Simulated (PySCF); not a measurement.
SMILES Cl[SiH](Cl)C[Si](Cl)(Cl)Cl (PBE0/def2-SVP optimised geometry):

```
11

Si     0.800     0.319     0.000
Cl     2.862     0.319     0.000
Cl     0.132    -0.589    -1.720
C      0.212    -0.662     1.484
Si    -1.425    -0.177     2.203
Cl    -2.018    -1.523     3.631
Cl    -1.269     1.675     3.072
Cl    -2.862    -0.091     0.744
H      0.341     1.728     0.000
H      0.175    -1.728     1.199
H      0.965    -0.561     2.285
```

Computed with PBE0/def2-TZVP run with PySCF 2.14.0.

What are the frontier orbital energies and the dipole moment?

HOMO-2 -9.42 eV, HOMO-1 -9.38 eV, HOMO -9.09 eV, LUMO -0.46 eV, LUMO+1 -0.05 eV; dipole moment 0.95 D.

Meta-Löwdin charges at PBE0/def2-TZVP: Si1 0.86, Cl2 -0.28, Cl3 -0.28, C4 -0.74, Si5 0.99, Cl6 -0.26, Cl7 -0.27, Cl8 -0.26, H9 -0.09, H10 0.17, H11 0.17.
